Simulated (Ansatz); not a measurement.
# Ligand exchange: SiH3F + Sn(CH3)(SH) → SiH3(SH) + Sn(CH3)F

Species: SiH3F `F[SiH3]`, singlet; Sn(CH3)(SH), singlet; SiH3(SH) (sulfanylsilane), singlet; Sn(CH3)F, singlet. The partners trade F for SH: Si–F and Sn–SH bonds give way to Si–SH and Sn–F.

Shapes, held fixed at every level: PBE0-D4/def2-TZVP. Flexible molecules stand in one conformer, not always the lowest. Programs: Ansatz 0.2.0. The zero-point and thermal change to 298 K, harmonic and unscaled (PBE0-D4/def2-TZVP), is -2.8 kJ/mol.

```json
{"level": "HF/def2-SVP", "kind": "Hartree–Fock", "ΔH(298 K) (kJ/mol)": "+77.5", "less CCSD(T)/def2-TZVPP": "-1.6", "CPU time (sum over the molecules)": "–"}
{"level": "SPW92/def2-TZVPP", "kind": "LDA", "ΔH(298 K) (kJ/mol)": "+70.4", "less CCSD(T)/def2-TZVPP": "-8.7", "CPU time (sum over the molecules)": "6.5 s"}
{"level": "PBE-D4/def2-TZVPP", "kind": "GGA", "ΔH(298 K) (kJ/mol)": "+63.8", "less CCSD(T)/def2-TZVPP": "-15.3", "CPU time (sum over the molecules)": "9.8 s"}
{"level": "wB97M-V/def2-TZVPP", "kind": "range-separated hybrid", "ΔH(298 K) (kJ/mol)": "+69.8", "less CCSD(T)/def2-TZVPP": "-9.3", "CPU time (sum over the molecules)": "40 s"}
{"level": "MP2/def2-SVP", "kind": "perturbation theory", "ΔH(298 K) (kJ/mol)": "+73.1", "less CCSD(T)/def2-TZVPP": "-6.0", "CPU time (sum over the molecules)": "–"}
{"level": "CCSD(T)/def2-SVP", "kind": "coupled cluster or CI", "ΔH(298 K) (kJ/mol)": "+72.3", "less CCSD(T)/def2-TZVPP": "-6.8", "CPU time (sum over the molecules)": "8.5 s"}
{"level": "CCSD(T)/def2-TZVPP", "kind": "coupled cluster or CI", "ΔH(298 K) (kJ/mol)": "+79.1", "less CCSD(T)/def2-TZVPP": "0.0", "CPU time (sum over the molecules)": "99 s"}
```

The highest level, CCSD(T)/def2-TZVPP, gives ΔH(298 K) = +79.1 kJ/mol; the levels span +63.8 to +79.1. The column of differences is taken from that level and isn't an error. No measured value is set beside it here. For atoms past krypton def2 sets carry core potentials with scalar relativity. Outer-core shells of Sn are correlated, in sets that cover them unevenly. Times are processor times on shared x86 and Arm servers, and rough.
